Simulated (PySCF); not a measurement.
Yb⁴⁵⁺: ionisation energy

Yb⁴⁵⁺ [Ar] 3d7 (4F) → Yb⁴⁶⁺ [Ar] 3d6 (5D), as a difference of total energies. Calculation: PySCF 2.14, in an even-tempered Gaussian basis (18 s from 9.2 bohr⁻², ratio 2.5; 13 p from 12 bohr⁻², ratio 2.5; 8 d from 12 bohr⁻², ratio 2.5; 4 f from 49 bohr⁻², ratio 2.7; 3 g from 74 bohr⁻², ratio 2.7); the spin-free X2C one-electron Hamiltonian (Gaussian nucleus). Correlated levels: outer shells: [Ne] frozen; virtual orbitals above 40 to 60 times the deepest correlated orbital energy dropped. The calculations carry no spin-orbit coupling.

```tsv
method	ionisation energy (eV)
UHF	3818.7
LDA	3818.3
PBE	3819.3
PBE0	3819.7
r2SCAN	3821.2
PBEsol	3818.4
M06	3817.9
MP2 (outer shells)	3819.9
SCS-MP2 (outer shells)	3820.1
```

Spin-orbit coupling is strong in these open shells (close to jj coupling). The scalar numbers leave it out and a first-order estimate fails, so it can dominate the gap to the real levels.

Breit and QED terms and the two-electron picture change are absent.

For comparison: 3805 ± 4 eV (theoretical estimate listed by NIST; NIST Atomic Spectra Database, ionization energies).
